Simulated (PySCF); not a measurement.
PySCF 2.14 output of a UHF calculation on a single atom or ion in aug-cc-pVDZ-PP with ECP28MDF, with scalar relativity through the core potential:

```
SCF conv_tol = 1e-09
number electrons alpha = 8  beta = 4
cycle= 1 E= -78.059125896127  delta_E= -0.00403  |g|= 0.0198  |ddm|= 0.0429
cycle= 2 E= -78.0592466993061  delta_E= -0.000121  |g|= 0.00378  |ddm|= 0.00798
cycle= 3 E= -78.0592517990688  delta_E= -5.1e-06  |g|= 0.000278  |ddm|= 0.00275
cycle= 4 E= -78.0592519067364  delta_E= -1.08e-07  |g|= 9.47e-05  |ddm|= 0.00059
cycle= 5 E= -78.0592519272022  delta_E= -2.05e-08  |g|= 2.57e-05  |ddm|= 0.000348
cycle= 6 E= -78.0592519285987  delta_E= -1.4e-09  |g|= 3.3e-06  |ddm|= 0.000115
cycle= 7 E= -78.059251928614  delta_E= -1.54e-11  |g|= 3.76e-07  |ddm|= 1.38e-05
converged SCF energy = -78.059251928614  <S^2> = 6.001629  2S+1 = 5.0006516
```

The run itself started from symmetry-adapted Hartree-Fock orbitals and held the occupation by maximum overlap, so the iterations belong to that start.

Which element, charge and spin multiplicity is this?

Tc³⁺ (technetium, charge +3), multiplicity 5; the state was [Kr] 4d4, high-spin 5D determinant.

Energies and moments cover only the electrons outside the core potential.
